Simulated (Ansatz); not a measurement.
This Ansatz (a quantum-chemistry and plane-wave program) input (MP2/cc-pV(5+d)Z) gives -0.49999 Eh with 55 basis functions. A basis named .json is the Basis Set Exchange file of that set (core-valence sets with the plain set on hydrogen).

Ansatz 0.2 input:
```yaml
crystal:
  periodic: [false, false, false]
  atoms:
    - {symbol: H, position_ang: [0.00000000, 0.00000000, 0.00000000]}
basis:
  gaussian:
    orbitals: cc-pV_5+d_Z.json
magnetization: {spin_polarized: true, initial_magnetization: 1}
correlation: {method: mp2, electrons: outside_noble_gas}
scf: {lower_state_search: full}
```

Change:
```diff
- orbitals: cc-pV_5+d_Z.json
+ orbitals: aug-cc-pV_Q+d_Z.json
```

What does the run give now?

-0.49995 Eh (MP2/aug-cc-pV(Q+d)Z, 46 functions), a change of +0.04 mEh.
